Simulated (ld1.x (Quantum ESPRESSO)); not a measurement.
## Scattering properties, TM potential for Pd (Z = 46)

Pd, norm-conserving Troullier–Martins (Kleinman–Bylander form), made with ld1.x (Quantum ESPRESSO) 7.5 (Wu–Cohen, scalar-relativistic). Core [Ar] 3d10 4s2, reference 4p6 4d10 5s0. Waves: 5s (bound, empty): rc 1.85 bohr; 4p (bound): rc 1.70 bohr; 4d (bound): rc 1.85 bohr. Local part: all-electron potential smoothed inside 1.35 bohr (lloc = -1). Core correction: none.

The phase is arctan(r·u′/u) with u = r·R(r), unwrapped; energies in Ry, scanned from -6 to 5 Ry. A pole is an energy at which the radial function vanishes at the test radius. The pseudo phase is shifted by a multiple of π to meet the all-electron one at the reference energy, and phase errors are pseudo minus all-electron; the curves can meet again beyond the range given. Levels narrower than the energy grid can be missing from the lists of poles.

| channel | radius (bohr) | reference energy (Ry) | poles, all-electron | poles, pseudo | unbroken range about the reference energy with phases within 0.05 rad | phase error 1 Ry above the reference energy (rad) |
| --- | --- | --- | --- | --- | --- | --- |
| s | 1.99 | -0.24 | none | 3.15 | -5.3 to 0.6 | -0.072 |
| p | 1.99 | -3.76 | -3.46 | -3.46 | below 1.4 | -0.001 |
| d | 1.99 | -0.30 | 0.70 | 0.71 | the whole range | +0.001 |

Note: ghost state, extra bound levels that the all-electron valence spectrum of the same l lacks: s at -109.7 eV. A true bound ghost makes a file unfit for plane-wave use.

Phases in the p channel:

```tsv
E (Ry)	all-electron	pseudo
-6.00	1.319	1.319
-5.74	1.306	1.306
-5.48	1.289	1.289
-5.22	1.267	1.267
-4.96	1.235	1.234
-4.70	1.183	1.182
-4.44	1.078	1.077
-4.18	0.754	0.752
-3.92	-0.729	-0.730
-3.66	-1.431	-1.431
-3.40	-1.594	-1.594
-3.14	-1.665	-1.665
-2.88	-1.708	-1.708
-2.62	-1.738	-1.739
-2.36	-1.762	-1.763
-2.10	-1.784	-1.785
-1.84	-1.803	-1.805
-1.58	-1.823	-1.824
-1.32	-1.843	-1.845
-1.06	-1.863	-1.866
-0.80	-1.886	-1.889
-0.54	-1.911	-1.915
-0.28	-1.939	-1.944
-0.02	-1.971	-1.979
0.24	-2.010	-2.019
0.50	-2.056	-2.069
0.76	-2.113	-2.131
1.02	-2.185	-2.212
1.28	-2.278	-2.317
1.54	-2.402	-2.460
1.80	-2.570	-2.656
2.06	-2.793	-2.916
2.32	-3.072	-3.227
2.58	-3.378	-3.541
2.84	-3.660	-3.806
3.10	-3.886	-4.006
3.36	-4.056	-4.153
3.62	-4.182	-4.261
3.88	-4.277	-4.342
4.14	-4.349	-4.405
4.40	-4.407	-4.456
4.66	-4.453	-4.497
4.92	-4.490	-4.531
```
